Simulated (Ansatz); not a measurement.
A nudged elastic band was laid between two geometries of C3H8BFSi (14 atoms, charge 0, multiplicity 1).

Computed with RKS PBE-D4/def2-SVP (Ansatz 0.2.0).

```
movable images  : 7
climbing image  : yes
spring          : 5.0 eV/Å²
optimiser       : quadratic models (default)
start path      : through a guess of the saddle point
force threshold : 0.05 eV/Å
iteration limit : 60
end points      : relaxed
```

Image 0:

```xyz
14
Properties=species:S:1:pos:R:3
C -0.628 -1.809 -0.097
C -0.211 -0.366 -0.014
Si 1.676 -0.037 -0.082
C -1.121 0.647 0.103
B -0.726 2.135 0.190
F -1.669 3.080 0.306
H -0.252 -2.281 -1.031
H -0.176 -2.401 0.730
H -1.730 -1.930 -0.057
H 2.176 0.627 1.170
H 2.351 -1.377 -0.209
H 2.057 0.794 -1.275
H -2.195 0.368 0.134
H 0.434 2.521 0.161
```

Image 8:

```xyz
14
Properties=species:S:1:pos:R:3
C -0.629 -1.808 -0.124
C -0.211 -0.366 -0.027
Si 1.677 -0.046 0.064
C -1.122 0.653 -0.004
B -0.727 2.141 0.096
F -1.670 3.092 0.113
H -1.731 -1.923 -0.172
H -0.182 -2.292 -1.021
H -0.248 -2.392 0.742
H 2.072 0.625 1.349
H 2.355 -1.390 0.008
H 2.165 0.773 -1.098
H -2.196 0.381 -0.060
H 0.434 2.520 0.162
```

(1) What changes between the two ends?

(2) What energy profile does the band end with?

(3) What is the geometry of the highest image?

## Answers

(1) No bond is made or broken. The dihedral H7–C1–C2–Si3 goes from -58 to 180°. The two ends are copies of one structure, up to a mirror image or an exchange of like atoms.

(2) The run converged. The highest image is number 2 of 0 to 8, 0.076 eV above the ends, which have the same energy within 2 meV. The profile has 2 maxima (images 2, 6) with wells between them (image 4): this band takes more than one step, which may be the mechanism or a detour left from its start path. A vibrational analysis at the climbing image gives one clearly imaginary mode, 185i cm⁻¹: a first-order saddle point.

```csv
image,path coordinate (Å),energy (eV),dihedral H7–C1–C2–Si3 (°)
0,0.00,0.000,-58
1,0.90,0.037,-29
2,1.79,0.076,-1
3,2.69,0.037,28
4,3.58,0.000,58
5,4.48,0.036,89
6,5.38,0.076,121
7,6.28,0.037,152
8,7.17,0.000,180
```

(3) 
```xyz
14
Properties=species:S:1:pos:R:3
C -0.626 -1.824 -0.067
C -0.183 -0.378 -0.019
Si 1.696 -0.020 -0.123
C -1.099 0.630 0.101
B -0.725 2.123 0.191
F -1.685 3.049 0.321
H 0.211 -2.539 -0.172
H -1.187 -2.088 0.854
H -1.323 -1.990 -0.916
H 2.226 0.550 1.163
H 2.389 -1.335 -0.366
H 2.037 0.913 -1.250
H -2.171 0.347 0.155
H 0.427 2.532 0.157
```

Time of the run: 4.7 min on 2 threads of Arm Neoverse V1, on a shared host, peak memory 0.17 GiB.
